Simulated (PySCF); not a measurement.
Species, as SMILES: Cl[C]Cl (closed-shell singlet).
Geometry (B3LYP-D3(BJ)/def2-TZVP, fixed):
```xyz
3

Cl    -1.4025    -0.2001     0.0210
C     -0.0305     0.8441     0.0088
Cl     1.4133    -0.0978    -0.0241
```

How fast the isotropic shielding of C2 converges with the basis for several methods (PySCF): deviation from each method's own reference, in ppm. References: HF -579.64 ppm, the value in pcSseg-3; PBE -420.45 ppm, the value in pcSseg-3; PBE0 -475.18 ppm, the value in pcSseg-3. All functions are spherical. No added dispersion term, no relativity. GIAO; atoms are numbered in the order shown.

```
basis            functions       HF     PBE     PBE0
---------------  ---------  -------  ------  -------
pcseg-0                 35  -222.54   32.81    -6.47
pcSseg-0                35  -428.14  -84.05  -143.47
3-21G                   35  -158.45   78.48    43.08
6-31G*                  50     5.50   63.47    52.38
def2-SV(P)              50   -37.10   28.62    14.73
pcseg-1                 50   -43.72   20.09     7.18
6-311G**                70   -11.52   19.93    16.53
def2-SVPD               74   -12.44   39.57    28.77
pcSseg-2               122    -3.92   -3.09    -3.21
jun-cc-pV(T+d)Z        135    25.53   34.25    33.65
pcseg-3                188   -11.67    5.21     1.91
def2-QZVPP             197     5.67   15.07    13.75
```

Mean absolute deviation over 6-311G**, pcSseg-2, jun-cc-pV(T+d)Z: HF 13.66, PBE0 17.80, PBE 19.09 ppm.
